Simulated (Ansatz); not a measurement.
Sn₂₉H₃₆, a nanocrystal cut from cubic tin. The state is a singlet with charge 0. Geometry PBE-D4/def2-SVP, basis def2-SVP, Ansatz.

```xyz
65

Sn   -0.344    2.928    4.599
Sn    3.234    3.905    2.039
Sn    1.716   -0.513    2.195
Sn   -0.866    5.332    0.820
Sn    0.052   -4.873    2.470
Sn   -1.984   -1.617    4.827
Sn   -2.492    0.950    0.952
Sn   -4.046   -3.446    1.259
Sn    3.892   -3.823   -0.283
Sn    5.424    0.412   -0.497
Sn    1.175    1.955   -1.679
Sn    3.369   -1.422   -4.062
Sn   -0.397   -2.391   -1.467
Sn   -4.611   -0.869   -2.799
Sn   -1.035    0.114   -5.361
Sn   -3.084    3.363   -3.006
Sn    0.528   -2.466    3.863
Sn    4.201   -1.458    1.226
Sn    2.100    1.885    3.650
Sn   -2.077    3.340    2.410
Sn    1.570    4.335   -0.199
Sn    0.000    0.000    0.000
Sn   -1.572   -4.331    0.227
Sn   -3.651   -1.013    2.632
Sn   -4.196    1.453   -1.251
Sn    2.103   -3.327   -2.409
Sn    3.663    0.989   -2.625
Sn   -0.554    2.457   -3.864
Sn   -2.112   -1.860   -3.656
H    -0.035    4.463    5.359
H    -1.060    1.888    5.790
H     3.312    5.378    2.963
H     4.852    3.506    1.557
H    -0.524    6.714    1.822
H    -1.919    5.860   -0.454
H     1.535   -5.648    2.008
H    -0.802   -5.967    3.521
H    -1.833   -0.262    5.901
H    -2.704   -2.921    5.727
H    -4.631   -4.635    2.387
H    -5.237   -3.285    0.007
H     3.353   -5.145    0.703
H     5.437   -4.267   -0.949
H     5.886    1.853    0.352
H     6.871   -0.298   -1.152
H     4.952   -2.014   -4.478
H     2.493   -1.181   -5.541
H    -5.504   -2.069   -1.919
H    -5.549   -0.444   -4.203
H     0.408   -0.446   -6.146
H    -2.199    0.473   -6.603
H    -2.980    4.926   -2.260
H    -4.121    3.511   -4.396
H     1.595   -2.773    5.210
H     5.248   -1.769    2.587
H     3.155    1.554    5.000
H    -3.620    3.916    2.988
H     2.293    5.529   -1.246
H    -1.813   -5.797   -0.688
H    -5.185   -0.415    3.210
H    -5.728    2.036   -0.650
H     1.844   -4.800   -3.310
H     4.375    2.201   -3.660
H     0.180    3.662   -4.892
H    -2.348   -3.339   -4.553
```

```tsv
run	HOMO (eV)	LUMO (eV)
A	-5.83	-3.33
B	-6.55	-2.45
C	-5.75	-3.11
D	-5.97	-2.98
```

In the def2 sets Sn takes a core potential; there is no spin–orbit coupling. Single mean-field runs in def2-SVP are fitted with def2-universal-jkfit.

Task: The runs used LDA (SPW92), PBE, PBE0, r2SCAN. Estimate which is which.

Result: A LDA (SPW92) (0 % exact exchange); B PBE0 (25 % exact exchange); C PBE (0 % exact exchange); D r2SCAN (0 % exact exchange). Exact exchange lowers occupied and raises empty levels; among semilocal functionals meta-GGAs tend to open the gap a little, and such runs are hard to tell apart. The gap grows from 2.50 eV (LDA (SPW92)) to 4.11 eV (PBE0).
